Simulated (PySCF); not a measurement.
UHF on Ta (tantalum, neutral)

Configuration: [Xe] 4f14 5d3 6s1 7s1, high-spin 6F determinant (an excited configuration). Calculation: PySCF 2.14, in aug-cc-pwCVDZ-PP with ECP60MDF (6s6p5d3f, 70 functions); a scalar-relativistic core potential.

* Total energy: -56.613562 hartree
* One-electron energy: -93.4637 hartree
* Hartree (Coulomb) energy: 42.9314 hartree
* Exchange energy: -6.0812 hartree
* ⟨S²⟩: 8.7559
* ⟨L²⟩: 12.037
* Sum of ⟨r⟩: 28.38 bohr
* Sum of ⟨r²⟩: 123.9 bohr²

| shell | electrons | mean orbital energy (eV) | rms radius, mean of both spins (bohr) |
| --- | --- | --- | --- |
| 5s α | 1 | -91.101 | 1.19 |
| 5s β | 1 | -88.074 | 1.19 |
| 5p α | 3 | -53.467 | 1.40 |
| 5p β | 3 | -48.962 | 1.40 |
| 5d α | 3 | -12.646 | 2.25 |
| 6s α | 1 | -11.153 | 3.34 |
| 7s α | 1 | -2.236 | 9.11 |

Energies and moments cover only the electrons outside the core potential. Spin-orbit coupling, absent here, splits the open shell strongly. The outer electron is Rydberg-like, and this basis confines it to a smaller radius and binds it less than a complete one would.
